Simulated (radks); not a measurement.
Results of a calculation; reference values are marked as such.
Q: Ionisation of the palladium ion Pd3+, [Kr] 4d7, to Pd4+, [Kr] 4d6, under several functionals. Non-relativistic Kohn-Sham, spin-polarised, spherical densities, point nucleus; open shells are filled with parallel spins first (spin-orbit coupling, left out, can overturn this in heavy ions); a radial shooting solver on a logarithmic mesh with Libxc functionals. Known Delta-SCF values: LDA (Slater exchange, VWN5 correlation) 48.599 eV; PBE 48.217 eV; SOGGA 48.095 eV. What does AM05 give, and what is its highest occupied eigenvalue?

A: 48.275 eV by Delta-SCF; the 4d eigenvalue is -40.821 eV. NIST: 46 eV (theoretical).

Beside tabulated values, note that relativity, absent from the non-relativistic runs, is large for the heavy elements.
